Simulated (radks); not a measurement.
Results of a calculation; reference values are marked as such.
Task: The mean radii <r> (bohr) of the occupied orbitals of an atom or ion are listed with their occupations. Code: a radial shooting solver on a logarithmic mesh with Libxc functionals. Model: non-relativistic Kohn-Sham, LDA (Slater exchange, Perdew-Wang correlation), spin-unpolarised, spherical densities, point nucleus.

orbital  occ.      <r>
1s          1  0.02464

Name the element and its charge.

Result: Z = 61, promethium, charge +60: Pm60+ in 1s1. The 1s radius gives Z: for a bare nucleus <r> = 1.5/Z, 0.02459 bohr for Z = 61, and the self-interaction of the functional makes it slightly larger (0.02464 here). The occupations add up to 1, and the charge is Z minus that.
